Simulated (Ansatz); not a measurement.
`C[BH][AlH][OH]` + NH₃ → `CBN` + `[OH][AlH2]` at 298.15 K and 1 bar (cleavage of the B–Al bond).

Isolated molecules relaxed with PBE0-D4/def2-TZVP in Ansatz; ΔE leaves out vibrations. CCSD(T)/CBS is the MP2 limit (def2-TZVPP, def2-QZVPP) plus CCSD(T) − MP2 in def2-TZVPP, frozen cores. This one scheme is used for every species. One conformer a species, not always the lowest.

```
         species  CCSD(T)/CBS energy (Eh)  H − E (kJ/mol)  S (J/(mol·K))
`C[BH][AlH][OH]`               -383.66926           200.9          342.1
             NH₃                -56.50880           100.5          192.4
           `CBN`               -121.21267           215.9          273.6
    `[OH][AlH2]`               -319.03157            82.3          252.8
```

H − E and S are ideal-gas, rigid-rotor, harmonic terms from PBE0-D4/def2-TZVP, for one conformer and one mirror image of each species. 1 Eh = 2625.50 kJ/mol, R = 8.31446 J/(mol·K).

**Question.** By hand: ΔE, ΔH, ΔS and ΔG.

**Answer.** ΔE = (-121.21267) + (-319.03157) − (-383.66926) − (-56.50880) = -0.06618 Eh = -173.8 kJ/mol. Δ(H − E) = 215.9 + 82.3 − 200.9 − 100.5 = -3.2, so ΔH = -177.0 kJ/mol. ΔS = 273.6 + 252.8 − 342.1 − 192.4 = -8.1 J/(mol·K). ΔG = -177.0 − 298.15 × (-8.1)/1000 = -174.6 kJ/mol.

**Question.** By hand: the equilibrium constant, and the temperature at which ΔG would vanish if ΔH and ΔS stayed fixed.

**Answer.** log₁₀ K = −ΔG/(RT ln 10) = 30.6. ΔG = 0 at ΔH/ΔS = 21852 K, far beyond where these terms or the molecules hold.

The number of gas molecules stays the same, so ΔS is small and ΔH decides. A doubt of 5 kJ/mol in ΔE shifts log₁₀ K by 0.9 here. Other conformers and mirror images would add mixing entropy, several J/(mol·K) or more a flexible species. Modes under 60 cm⁻¹, often nearly free rotors, make the harmonic entropy too high. These are equilibria of isolated gas molecules and say nothing of rates. Largest T1 diagnostic: 0.012 (customary marks: 0.02 for closed shells, 0.045 for open ones).
